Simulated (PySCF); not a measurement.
B(GeH3)(H)2 (BGeH5), SMILES [BH2][GeH3]. Geometry: ωB97X-D3(BJ)/def2-TZVP.

Computed equilibrium geometry at ωB97X-D3(BJ)/def2-TZVP (PySCF confirms it by a frequency run) as bond lengths and angles, and its point group:
point group Cs.
Atoms: B1 Ge2 H3 H4 H5 H6 H7. Bonds (Å): B1–Ge2 2.059, B1–H6 1.194, B1–H7 1.194, Ge2–H3 1.536, Ge2–H4 1.536, Ge2–H5 1.540. Angles (°): Ge2–B1–H6 120.9, Ge2–B1–H7 120.9, H6–B1–H7 118.2, B1–Ge2–H3 113.1, B1–Ge2–H4 113.1, B1–Ge2–H5 107.2, H3–Ge2–H4 108.3, H3–Ge2–H5 107.4, H4–Ge2–H5 107.4.
